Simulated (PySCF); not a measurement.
Start geometry of benzo[c]thiophene (`c1ccc2cscc2c1`) from GFN2-xTB (Å):
```
atom  x, y, z in Å
C1    -1.9302   -0.3901   -0.1852
C2    -1.7037    1.0036   -0.0576
C3    -0.4483    1.5061    0.0829
C4     0.6553    0.6171    0.1000
C5     1.9930    0.9093    0.2312
S6     2.9589   -0.4982    0.1935
C7     1.5997   -1.5139    0.0022
C8     0.4255   -0.7984   -0.0326
C9    -0.9005   -1.2778   -0.1749
H10   -2.9466   -0.7402   -0.2920
H11   -2.5548    1.6687   -0.0732
H12   -0.2707    2.5667    0.1815
H13    2.4536    1.8696    0.3473
H14    1.7328   -2.5744   -0.0735
H15   -1.0683   -2.3402   -0.2715
```

What comes out of this run: PBE0-D3(BJ)/def2-SVP geometry optimisation, gas phase (PySCF 2.14.0)?

```
atom  x, y, z in Å
C1    -2.089   -0.401   -0.115
C2    -1.857    1.003    0.018
C3    -0.591    1.503    0.162
C4     0.518    0.604    0.181
C5     1.869    0.895    0.317
S6     2.810   -0.522    0.280
C7     1.465   -1.545    0.085
C8     0.282   -0.818    0.046
C9    -1.055   -1.296   -0.103
H10   -3.116   -0.759   -0.228
H11   -2.711    1.684    0.003
H12   -0.419    2.577    0.263
H13    2.338    1.871    0.436
H14    1.594   -2.623    0.007
H15   -1.238   -2.368   -0.205
```

The energy falls by 0.051 eV over 5 energy and gradient evaluations, the largest force component goes from 0.0131 to 9.6e-05 Eh/bohr, and the atoms move by 0.021 Å rms after alignment. Among the bonds, C5–H13 and C7–H14 change most and about equally (+0.017 Å). Bonds longer at the end by more than 0.005 Å: 14 of 16; shorter: 2. Rotational constants go from 3744, 1161, 886.3 to 3689, 1153, 878.5 MHz. The orientation of the end geometry is arbitrary; only internal coordinates are fixed.

The run used 160 basis functions and 34 SCF cycles in all. The run took 88 s of wall time on one thread of an Arm Neoverse N1, shared host.

No PBE0-D3(BJ)/def2-SVP frequencies stand behind this structure, so it isn't proved a minimum.
